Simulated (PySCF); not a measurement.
**Electron correlation in Zr (zirconium, neutral)**

[Kr] 4d2 5s2, high-spin 3F determinant. All numbers are calculated (PySCF 2.14, scalar relativity through the core potential, in aug-cc-pwCVTZ-PP with ECP28MDF (8s8p7d4f3g, 122 functions)). Frozen: 4s2 4p6; 4 electrons correlated.

MP2 pair energies summed by pair of shells (mhartree):

```tsv
pair	energy	share (%)
4d-5s	-23.15	48.9
5s-5s	-20.04	42.4
4d-4d	-4.13	8.7
```

Total MP2 correlation energy: -47.32 mhartree.

Same-spin part -12.33 and opposite-spin part -34.98 mhartree; SCS-MP2 scales them by 1/3 and 6/5 to -46.09 mhartree.
